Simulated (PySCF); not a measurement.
**Dipole moment and polarisability of Sn(vinyl)2(NHMe)2**

Compound: Sn(vinyl)2(NHMe)2, C₆H₁₄N₂Sn.
Cartesian coordinates in Å at the PBE0-D3(BJ)/def2-SVP level; atoms count from 1:
```xyz
23
C6H14N2Sn angstrom
Sn     0.389   -0.014    0.304
C      0.141   -0.099    2.417
C     -0.211   -1.244    3.009
H      0.300    0.799    3.025
H     -0.375   -2.161    2.430
H     -0.348   -1.319    4.095
C      2.361   -0.009   -0.497
C      2.899    1.123   -0.962
H      2.941   -0.940   -0.535
H      2.348    2.071   -0.936
H      3.911    1.155   -1.384
N     -0.415    1.753   -0.338
C     -0.739    1.958   -1.731
H     -1.125    2.134    0.282
H     -0.834    3.034   -1.966
H      0.077    1.577   -2.367
H     -1.671    1.466   -2.079
N     -0.532   -1.710   -0.375
C     -1.969   -1.843   -0.321
H     -0.144   -2.070   -1.243
H     -2.277   -2.901   -0.411
H     -2.342   -1.496    0.657
H     -2.527   -1.276   -1.095
```

Level: CAM-B3LYP/def2-SVPD (PySCF), static field, nuclei fixed, core orbitals frozen in the response. The polarisability tensor in these axes (au):

```
x   125.51  14.68  -8.04
y    14.68 131.20 -18.82
z    -8.04 -18.82 128.46
```

Task: What are the eigenvalues, a third of the trace, and Δα (Δα² = ½Σ(αi − αj)² over the three pairs)?

Result: Principal values 109.20, 118.84 and 157.13 au; mean 128.39 au = 19.03 Å³ = 21.17 × 10⁻⁴⁰ C²·m²/J; Δα = 43.91 au (34 % of the mean).

Task: What is the dipole moment, and where does it point?

Result: (-0.28, 0.02, -0.20) D, 0.35 D in size, pointing from the negative to the positive side. Measured along this direction, the outermost atoms are H11 and H6 at the negative end and H17 and H23 at the positive end.

Task: Find the Langevin capture rate constant for NH4+ (18.034 u) meeting this molecule (234.018 u), k = 2.342 × 10⁻⁹ cm³/s × √(α in Å³ / reduced mass in u).

Result: The reduced mass is 16.74 u, so k = 2.50 × 10⁻⁹ cm³/s. The formula leaves out the permanent dipole, which adds to the capture rate.

Task: In TDDFT the mean static polarisability is Σ f/ω² over all singlet excitations (ω in hartree). How much of it do the 10 lowest give? Their energies (eV) and oscillator strengths: 5.14, 0.0448; 5.59, 0.0003; 5.66, 0.0054; 5.82, 0.0010; 6.14, 0.0338; 6.26, 0.0228; 6.36, 0.0065; 6.45, 0.0507; 6.53, 0.0207; 6.69, 0.0154.

Result: They add up to 4.14 au, 3.2 % of the 128.39 au; the largest single term is 1.26 au, from the state at 5.14 eV. Terms in order: 1.26, 0.01, 0.12, 0.02, 0.66, 0.43, 0.12, 0.90, 0.36, 0.25 au. Higher excitations give the rest. The strengths listed sum to 0.201.

Task: What would n − 1 = 2πNα be for an ideal gas of these molecules at 298.15 K and 1 atm, electronic part alone?

Result: N = p/kT = 2.4615 × 10¹⁹ cm⁻³, so n − 1 = 2π × N × 19.03 × 10⁻²⁴ cm³ = 2943 × 10⁻⁶ at long wavelengths.

Task: Give the principal axes and the span of the nuclei along them.

Result: Largest value along (0.46, 0.68, -0.57), where the nuclei span 6.78 Å; middle along (0.80, -0.03, 0.60), 4.89 Å; least along (-0.39, 0.73, 0.56), 4.32 Å. The response follows the extents in order.

The structure is a single PBE0-D3(BJ)/def2-SVP conformer in the gas phase; no vibrational or solvent corrections. Atoms past krypton carry effective core potentials; spin–orbit coupling is left out.

The run behind these numbers computed excited states as well. On an Arm Neoverse V1 with one thread, no GPU, shared host with 32 logical CPUs at a one-minute load of 28, this took 3.6 min (with the writing of density and orbital grids) and 1.9 GiB of memory at its peak.
